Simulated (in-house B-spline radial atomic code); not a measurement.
Relativistic effects in S⁴⁺, [Ne] 3s2: non-relativistic Hartree-Fock (point nucleus) against Dirac-Hartree-Fock (Fermi nucleus of rms radius 3.2611 fm), both averages of the configuration, computed with a B-spline radial code for spherical atoms.

```
orbital  ε NR (Eh)  ε Dirac (Eh)  <r> NR (bohr)  <r> Dirac (bohr)  change of <r> (%)
  1s1/2    -94.284             ?        0.09712                 ?                  ?
  2s1/2    -11.192       -11.245         0.4734            0.4713               -0.4
  2p1/2    -8.8621             ?          0.439                 ?                  ?
  2p3/2    -8.8621       -8.8472          0.439            0.4391                0.0
  3s1/2     -2.602       -2.6092          1.487             1.483               -0.3
```

(1) What happens to 2p1/2?

(2) What happens to 1s1/2?

(3) What explains the pattern of contraction and expansion?

(4) By how much does the total energy change?

## Answers

(1) Its energy goes to -8.8959 hartree and <r> to 0.437 bohr (-0.46 %).

(2) Its energy goes to -94.601 hartree and <r> to 0.0967 bohr (-0.44 %).

(3) The s and p1/2 orbitals contract directly, as their density near the nucleus moves at relativistic speed. Nothing expands appreciably in this ion.

(4) By -1.1207 hartree, from -393.370 to -394.490.
